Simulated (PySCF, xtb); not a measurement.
disilinane (C4H12Si2), SMILES C1CC[SiH2][SiH2]C1. The values are those of a single conformer.

Harmonic wavenumbers (cm⁻¹) from GFN2-xTB (xtb 6.7.1) at its own minimum, in rising order: 76, 151, 219, 263, 345, 358, 434, 452, 463, 556, 557, 611, 646, 692, 696, 774, 794, 799, 819, 885, 920, 983, 1052, 1076, 1127, 1191, 1225, 1230, 1304, 1315, 1356, 1363, 1484, 1489, 1502, 1509, 2160, 2180, 2192, 2197, 2930, 2937, 2952, 2954, 2962, 2968, 2973, 2974.

Problem. What does TPSSh-D3(BJ)/def2-SVP run with PySCF 2.14.0 give at its own minimum? (An estimate is asked for; the answer gives what the named calculation found.)

Solution. 102, 149, 222, 251, 329, 377, 435, 456, 489, 598, 618, 647, 679, 720, 731, 818, 832, 851, 903, 941, 951, 985, 989, 1077, 1092, 1142, 1221, 1225, 1296, 1313, 1362, 1376, 1438, 1440, 1481, 1485, 2217, 2218, 2235, 2236, 3012, 3012, 3019, 3019, 3060, 3060, 3072, 3073. Paired by order, the mean absolute difference is 38 cm⁻¹ and the zero-point energies are 90.2 and 91.9 kcal/mol.
